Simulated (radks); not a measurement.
Results of a calculation; reference values are marked as such.
Ti, configuration [Ar] 3d2 4s2.

Code: a radial shooting solver on a logarithmic mesh with Libxc functionals. Model: scalar-relativistic Kohn-Sham, PBE, spin-polarised, spherical densities, point nucleus; open shells are filled with parallel spins first.

Energy parts (eV):
total: -23227.418
kinetic: 23423.053
electron-nucleus: -55223.979
Hartree: 9715.239
exchange-correlation: -1141.730

Orbitals (lengths in bohr, moments of r in powers of bohr; r(max) is where P^2 peaks; r(90%) holds 90 % of the orbital's charge):
| orbital | occ. | eigenvalue (eV) | r(90%) | r(max) |
|---|---|---|---|---|
| 1s up | 1 | -4868.620 | 0.124 | 0.04555 |
| 1s down | 1 | -4868.630 | 0.124 | 0.04555 |
| 2s up | 1 | -536.9132 | 0.505 | 0.2689 |
| 2s down | 1 | -536.3828 | 0.505 | 0.2688 |
| 2p up | 3 | -444.1780 | 0.477 | 0.2196 |
| 2p down | 3 | -443.7685 | 0.476 | 0.2195 |
| 3s up | 1 | -63.2490 | 1.51 | 0.8697 |
| 3s down | 1 | -61.5088 | 1.51 | 0.8694 |
| 3p up | 3 | -39.4801 | 1.67 | 0.9023 |
| 3p down | 3 | -37.7547 | 1.68 | 0.9019 |
| 3d up | 2 | -4.8193 | 2.81 | 0.9809 |
| 3d down | 0 | -3.3362 | 3.11 | 0.9858 |
| 4s up | 1 | -4.6689 | 5.22 | 2.879 |
| 4s down | 1 | -4.1738 | 5.46 | 2.994 |

The highest occupied level is 4s down at -4.174 eV. The density falls to 0.001 e/bohr^3 at r = 4.84 bohr.
